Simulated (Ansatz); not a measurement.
Basis-set extrapolation for acetylacetone (keto form) (`CC(=O)CC(C)=O`) (PBE0-D4/def2-TZVP geometry, frozen core, the Gaussian-basis code of Ansatz). Multiplicity 1, RHF reference.

```
                      def2-TZVPP   def2-QZVPP
                 HF  -343.866234  -343.881877
    MP2 correlation    -1.284047    -1.373584
CCSD(T) correlation    -1.380570      not run
```

Energies in hartree. Use E(X) = E(∞) + A·exp(−7.88·√X) for Hartree–Fock and E(X) = E(∞) + B·X^(−2.97) for correlation, with X = 3 and 4, and add CCSD(T) minus MP2 of the smaller set to the MP2 limit.

What is the CCSD(T) energy at the basis-set limit?

HF limit: -343.881877 + (-0.015643) × 0.13774 = -343.88403. MP2 limit: -1.373584 + (-0.089537) × 0.74074 = -1.43991. Higher-order term: -1.380570 − (-1.284047) = -0.09652. Total: -345.42046 hartree, 109.0 kcal/mol below CCSD(T)/def2-TZVPP.
